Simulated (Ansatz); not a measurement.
Reaction (redistribution): `[F][Sn]([F])([SiH3])[Cl]` + `[NH2][Mg][OH]` → `[OH][Sn]([F])([F])[SiH3]` + `[NH2][Mg][Cl]`

Program: Ansatz. Geometries: PBE0-D4/def2-TZVP. ΔE: electronic, gas phase. CCSD(T)/CBS is the MP2 limit (def2-TZVPP, def2-QZVPP) plus CCSD(T) − MP2 in def2-TZVPP, frozen cores. def2 core potentials past Kr. For Mg, Sn outer-core shells are correlated without core-valence functions, which leaves a few kJ/mol of doubt a bond. Each species was taken in one conformer, which may not be the lowest.

```json
{"species": "`[F][Sn]([F])([SiH3])[Cl]`", "CCSD(T)/CBS(def2) energy (Eh)": "-1164.39080"}
{"species": "`[NH2][Mg][OH]`", "CCSD(T)/CBS(def2) energy (Eh)": "-331.64469"}
{"species": "`[OH][Sn]([F])([F])[SiH3]`", "CCSD(T)/CBS(def2) energy (Eh)": "-780.36593"}
{"species": "`[NH2][Mg][Cl]`", "CCSD(T)/CBS(def2) energy (Eh)": "-715.67895"}
```

(1) Work out ΔE.

Largest T1 diagnostic among the species: 0.015.

## Answers

(1) ΔE = (-780.36593) + (-715.67895) − (-1164.39080) − (-331.64469) = -0.00939 Eh = -5.9 kcal/mol.

From BLYP to BHLYP (50 % exact exchange), in def2-TZVPP and without D4, ΔE moves by −1.0 kcal/mol. Leaving LDA and LC-ωPBE aside and taking each functional with its dispersion term where it has one, the values, not all of them listed here, spread over 2.2 kcal/mol, from B97M-V to BLYP-D4.
